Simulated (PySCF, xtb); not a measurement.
C2H6BNO2Si, SMILES N[SiH2]C#CB(O)O. One conformer was computed; it need not be the lowest.

Harmonic wavenumbers (cm⁻¹) from GFN2-xTB (xtb 6.7.1) at its own minimum, in rising order: 12, 61, 86, 144, 185, 241, 286, 329, 464, 483, 503, 521, 540, 547, 566, 589, 709, 794, 817, 857, 902, 920, 970, 1233, 1303, 1529, 2144, 2246, 2264, 3478, 3512, 3659, 3664.

Task: What does PBE-D3(BJ)/def2-SVP in PySCF give at its own minimum? (An estimate is asked for; the answer gives what the named calculation found.)

Result: 12, 60, 96, 129, 186, 307, 311, 358, 413, 477, 518, 540, 545, 596, 642, 679, 796, 830, 852, 903, 935, 978, 994, 1304, 1440, 1492, 2115, 2172, 2177, 3484, 3580, 3771, 3773. Paired by order, the mean absolute difference is 46 cm⁻¹ and the zero-point energies are 52.3 and 53.6 kcal/mol.
